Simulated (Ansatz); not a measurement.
Program: Ansatz. Geometries: PBE0-D4/def2-TZVP. ΔE: electronic, gas phase. CCSD(T)/CBS adds triple-zeta CCSD(T) − MP2 to the extrapolated MP2 energy (def2 sets, frozen cores). This one scheme is used for every species. DFT in def2-TZVPP. B3LYP here is the variant with VWN-RPA as its local correlation; programs differ in this. def2 core potentials past Kr. For In outer-core shells are correlated without core-valence functions, which leaves a few kJ/mol of doubt a bond. One conformer a species, not always the lowest.

Consider the ligand exchange at the In–O bond: `[CH3][In]([OH])[OH]` + HCl → `[CH3][In]([OH])[Cl]` + H₂O.

| level | ΔE (kcal/mol) |
| --- | --- |
| PBE0-D4 | -22.5 |
| BHLYP-D4 | -23.4 |
| revPBE | -20.2 |
| PBE0 | -22.2 |
| B3LYP | -20.8 |
| r2SCANh | -21.9 |
| HF/def2-SVP | -26.6 |
| MP2/CBS(def2) | -21.4 |

(1) What does CCSD(T)/CBS give? (Best estimate.)

Largest T1 diagnostic among the species: 0.016.

## Answers

(1) The calculation gave: -21.0 kcal/mol. The listed levels differ from it by -1.5, -2.4, 0.8, -1.2, 0.2, -0.9, -5.6, -0.4 kcal/mol.

In def2-TZVPP, CCSD(T) changes the Hartree–Fock value by +4.7 kcal/mol (the triples alone add +0.5 kcal/mol) and MP2 by +4.3 kcal/mol. From BLYP to BHLYP (50 % exact exchange), in def2-TZVPP and without D4, ΔE moves by −3.8 kcal/mol. Leaving LDA and LC-ωPBE aside and taking each functional with its dispersion term where it has one, the values, not all of them listed here, spread over 4.0 kcal/mol, from BHLYP-D4 to BLYP-D4.
